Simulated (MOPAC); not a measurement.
MOPAC input (MNDO):

```
MNDO PRECISE GNORM=0.05 LET XYZ GEO-OK AUX(PRECISION=9) THREADS=1
C3H9FSi

C     1.50180400 1   -0.86289100 1   -0.66786400 1
Si    0.00381600 1    0.00209500 1    0.02864400 1
C    -1.55157000 1   -0.98751200 1   -0.25197000 1
C    -0.15763300 1    1.73651400 1   -0.63695200 1
F     0.21711800 1    0.11922600 1    1.62974400 1
H     1.41673100 1   -0.97256500 1   -1.75192100 1
H     2.41414300 1   -0.30025700 1   -0.45920600 1
H     1.61571900 1   -1.86053500 1   -0.23869400 1
H    -2.41705000 1   -0.49743900 1    0.19884300 1
H    -1.46655100 1   -1.98633600 1    0.18113700 1
H    -1.75055700 1   -1.10183600 1   -1.32051000 1
H    -1.00992100 1    2.25236600 1   -0.18978300 1
H    -0.30461500 1    1.72381700 1   -1.71985600 1
H     0.73900300 1    2.32374800 1   -0.42800100 1
```

Output:

```
 *******************************************************************************
 **                                                                           **
 **                              MOPAC v23.2.5                                **
 **                                                                           **
 *******************************************************************************
 ** MOPAC's Digital Object Identifier: https://doi.org/10.5281/zenodo.6511958 **
 **                                                                           **
 ** Please cite the open-source release paper for use of this MOPAC version:  **
 ** J. E. Moussa and J. J. P. Stewart (2026)                                  **
 ** MOPAC: An open-source semiempirical molecular orbital program             **
 ** J. Open Source Softw., 11(119), 8025, https://doi.org/10.21105/joss.08025 **
 *******************************************************************************

                              MNDO CALCULATION RESULTS

 *******************************************************************************
 *  MNDO       - The MNDO Hamiltonian to be used
 *  GEO-OK     - OVERRIDE INTERATOMIC DISTANCE AND OTHER SAFETY CHECKS
 *  LET        - OVERRIDE SOME SAFETY CHECKS
 *  PRECISE    - TIGHTER CRITERIA TO BE USED
 *  XYZ        - CARTESIAN COORDINATE SYSTEM TO BE USED
 *  GNORM      - EXIT WHEN GRADIENT NORM DROPS BELOW 0.050
 *  AUX        - OUTPUT AUXILIARY INFORMATION
 *******************************************************************************
MNDO PRECISE GNORM=0.05 LET XYZ GEO-OK AUX(PRECISION=9) THREADS=1
 C3H9FSi

   ATOM   CHEMICAL          X               Y               Z
  NUMBER   SYMBOL      (ANGSTROMS)     (ANGSTROMS)     (ANGSTROMS)

     1       C          1.50180400  *  -0.86289100  *  -0.66786400  *
     2      Si          0.00381600  *   0.00209500  *   0.02864400  *
     3       C         -1.55157000  *  -0.98751200  *  -0.25197000  *
     4       C         -0.15763300  *   1.73651400  *  -0.63695200  *
     5       F          0.21711800  *   0.11922600  *   1.62974400  *
     6       H          1.41673100  *  -0.97256500  *  -1.75192100  *
     7       H          2.41414300  *  -0.30025700  *  -0.45920600  *
     8       H          1.61571900  *  -1.86053500  *  -0.23869400  *
     9       H         -2.41705000  *  -0.49743900  *   0.19884300  *
    10       H         -1.46655100  *  -1.98633600  *   0.18113700  *
    11       H         -1.75055700  *  -1.10183600  *  -1.32051000  *
    12       H         -1.00992100  *   2.25236600  *  -0.18978300  *
    13       H         -0.30461500  *   1.72381700  *  -1.71985600  *
    14       H          0.73900300  *   2.32374800  *  -0.42800100  *

          CARTESIAN COORDINATES

    NO.       ATOM           X           Y           Z

     1         C          1.5018     -0.8629     -0.6679
     2        Si          0.0038      0.0021      0.0286
     3         C         -1.5516     -0.9875     -0.2520
     4         C         -0.1576      1.7365     -0.6370
     5         F          0.2171      0.1192      1.6297
     6         H          1.4167     -0.9726     -1.7519
     7         H          2.4141     -0.3003     -0.4592
     8         H          1.6157     -1.8605     -0.2387
     9         H         -2.4171     -0.4974      0.1988
    10         H         -1.4666     -1.9863      0.1811
    11         H         -1.7506     -1.1018     -1.3205
    12         H         -1.0099      2.2524     -0.1898
    13         H         -0.3046      1.7238     -1.7199
    14         H          0.7390      2.3237     -0.4280

  H: (MNDO): M.J.S. DEWAR, W. THIEL, J. AM. CHEM. SOC., 99, 4899, (1977)
  C: (MNDO): M.J.S. DEWAR, W. THIEL, J. AM. CHEM. SOC., 99, 4899, (1977)
  F: (MNDO): M.J.S. DEWAR, H.S. RZEPA, J. AM. CHEM. SOC., 100, 777, (1978)
 Si: (MNDO): M.J.S.DEWAR, ET. AL. ORGANOMETALLICS  5, 375 (1986)

           Empirical Formula: C3 H9 Si F  =    14 atoms

      MOLECULAR POINT GROUP   :   C3v

      RHF CALCULATION, NO. OF DOUBLY OCCUPIED LEVELS = 16

          Geometry optimization using EF

          DIAGONAL MATRIX USED AS START HESSIAN

 CYCLE:     1  GRAD.:    76.861 HEAT: -135.2852
 CYCLE:     2  GRAD.:   208.071 HEAT: -123.0798
 CYCLE:     3  GRAD.:    15.145 HEAT: -137.8570
 CYCLE:     4  GRAD.:    74.747 HEAT: -136.4174
 CYCLE:     5  GRAD.:    24.248 HEAT: -137.7160
 CYCLE:     6  GRAD.:    42.597 HEAT: -136.6253
 CYCLE:     7  GRAD.:    23.861 HEAT: -137.9251
 CYCLE:     8  GRAD.:   202.465 HEAT: -129.0014
 CYCLE:     9  GRAD.:     4.290 HEAT: -138.0721
 CYCLE:    10  GRAD.:     1.164 HEAT: -138.0806
 CYCLE:    11  GRAD.:     2.721 HEAT: -138.0846
 CYCLE:    12  GRAD.:    10.384 HEAT: -138.0633
 CYCLE:    13  GRAD.:     2.470 HEAT: -138.0901
 CYCLE:    14  GRAD.:     9.839 HEAT: -138.0643
 CYCLE:    15  GRAD.:     2.287 HEAT: -138.0909
 CYCLE:    16  GRAD.:    10.525 HEAT: -138.0534
 CYCLE:    17  GRAD.:     4.125 HEAT: -138.0881
 CYCLE:    18  GRAD.:    16.647 HEAT: -137.9805
 CYCLE:    19  GRAD.:     0.461 HEAT: -138.0936
 CYCLE:    20  GRAD.:     2.973 HEAT: -138.0912
 CYCLE:    21  GRAD.:     0.295 HEAT: -138.0936
 CYCLE:    22  GRAD.:     1.942 HEAT: -138.0926
 CYCLE:    23  GRAD.:     0.163 HEAT: -138.0937
 CYCLE:    24  GRAD.:     0.537 HEAT: -138.0935
 CYCLE:    25  GRAD.:     0.108 HEAT: -138.0937
 CYCLE:    26  GRAD.:     0.695 HEAT: -138.0935
 CYCLE:    27  GRAD.:     0.013 HEAT: -138.0937

     GRADIENT =  0.01275 IS LESS THAN CUTOFF =  0.05000

 -------------------------------------------------------------------------------
 MNDO PRECISE GNORM=0.05 LET XYZ GEO-OK AUX(PRECISION=9) THREADS=1
 C3H9FSi

     GEOMETRY OPTIMISED USING EIGENVECTOR FOLLOWING (EF).
     SCF FIELD WAS ACHIEVED

                              MNDO CALCULATION
                                                       MOPAC v23.2.5 Linux

          FINAL HEAT OF FORMATION =       -138.09367 KCAL/MOL =    -577.78392 KJ/MOL

          COSMO AREA              =        131.14 SQUARE ANGSTROMS
          COSMO VOLUME            =        123.86 CUBIC ANGSTROMS

          GRADIENT NORM           =          0.01275          =       0.00341 PER ATOM
          IONIZATION POTENTIAL    =         11.488969 EV
          HOMO LUMO ENERGIES (EV) =        -11.489  2.161
          NO. OF FILLED LEVELS    =         16
          MOLECULAR WEIGHT        =         92.1880         POINT GROUP:  C3v

          MOLECULAR DIMENSIONS (Angstroms)

            Atom       Atom       Distance
            H     9    H     7     4.84021
            H    12    H     8     4.19175
            F     5    H    11     3.26473

          SCF CALCULATIONS        =         28

   ATOM   CHEMICAL          X               Y               Z
  NUMBER   SYMBOL      (ANGSTROMS)     (ANGSTROMS)     (ANGSTROMS)

     1       C          1.45589844  *  -0.83814078  *  -0.65895871  *
     2      Si          0.00450053  *   0.00246952  *   0.03378267  *
     3       C         -1.50708579  *  -0.95907301  *  -0.25537682  *
     4       C         -0.15441316  *   1.68430934  *  -0.62896303  *
     5       F          0.21608393  *   0.11866393  *   1.62200768  *
     6       H          1.37962766  *  -0.95426263  *  -1.75673234  *
     7       H          2.39337444  *  -0.28447595  *  -0.46022433  *
     8       H          1.59072851  *  -1.85301309  *  -0.23853967  *
     9       H         -2.39863490  *  -0.48006680  *   0.19249502  *
    10       H         -1.44310531  *  -1.97684155  *   0.17468461  *
    11       H         -1.71767953  *  -1.08067064  *  -1.33485402  *
    12       H         -1.01362064  *   2.22652760  *  -0.19003342  *
    13       H         -0.30367846  *   1.68254503  *  -1.72537788  *
    14       H          0.74455773  *   2.29828557  *  -0.42950653  *

                             CARTESIAN COORDINATES

   1    C        1.455898439    -0.838140782    -0.658958710
   2   Si        0.004500535     0.002469518     0.033782675
   3    C       -1.507085792    -0.959073010    -0.255376819
   4    C       -0.154413156     1.684309340    -0.628963033
   5    F        0.216083927     0.118663932     1.622007675
   6    H        1.379627660    -0.954262627    -1.756732337
   7    H        2.393374444    -0.284475947    -0.460224331
   8    H        1.590728506    -1.853013089    -0.238539674
   9    H       -2.398634898    -0.480066798     0.192495021
  10    H       -1.443105313    -1.976841554     0.174684608
  11    H       -1.717679528    -1.080670642    -1.334854016
  12    H       -1.013620636     2.226527605    -0.190033419
  13    H       -0.303678465     1.682545025    -1.725377875
  14    H        0.744557727     2.298285571    -0.429506526

           Empirical Formula: C3 H9 Si F  =    14 atoms

      MOLECULAR POINT GROUP   :   C3v

                  EIGENVALUES
 -43.45387 -33.55101 -29.46728 -29.46727 -16.23942 -15.23088 -15.23088 -14.69973
 -14.19969 -14.19968 -13.97190 -13.97189 -13.84209 -13.76481 -11.48897 -11.48897
   2.16143   2.16143   2.53159   3.55671   3.90242   3.90242   3.96297   3.98944
   3.98944   4.39824   5.71799   5.80578   5.80579

              NET ATOMIC CHARGES AND DIPOLE CONTRIBUTIONS

  ATOM NO.   TYPE          CHARGE      No. of ELECS.   s-Pop       p-Pop
    1          C          -0.334582        4.3346     1.26261     3.07197
    2         Si           1.414121        2.5859     0.90674     1.67914
    3          C          -0.334582        4.3346     1.26261     3.07197
    4          C          -0.334583        4.3346     1.26261     3.07197
    5          F          -0.502569        7.5026     1.86924     5.63333
    6          H           0.006947        0.9931     0.99305
    7          H           0.011892        0.9881     0.98811
    8          H           0.011892        0.9881     0.98811
    9          H           0.011893        0.9881     0.98811
   10          H           0.011892        0.9881     0.98811
   11          H           0.006947        0.9931     0.99305
   12          H           0.011892        0.9881     0.98811
   13          H           0.006947        0.9931     0.99305
   14          H           0.011892        0.9881     0.98811
 DIPOLE           X         Y         Z       TOTAL
 POINT-CHG.    -0.189    -0.104    -1.421     1.437
 HYBRID        -0.038    -0.021    -0.287     0.290
 SUM           -0.228    -0.125    -1.708     1.727

          ATOMIC ORBITAL ELECTRON POPULATIONS

     Atom    s        px        py        pz
    1  C   1.26261   1.08936   1.00105   0.98156
    2 Si   0.90674   0.61076   0.61272   0.45566
    3  C   1.26261   1.10130   1.01489   0.95579
    4  C   1.26261   0.95770   1.13534   0.97893
    5  F   1.86924   1.96559   1.96895   1.69879
    6  H   0.99305
    7  H   0.98811
    8  H   0.98811
    9  H   0.98811
   10  H   0.98811
   11  H   0.99305
   12  H   0.98811
   13  H   0.99305
   14  H   0.98811

 **********************
 *                    *
 * JOB ENDED NORMALLY *
 *                    *
 **********************

 == MOPAC DONE ==
```

The geometry given is a B3LYP-D3(BJ)/def2-TZVP minimum.
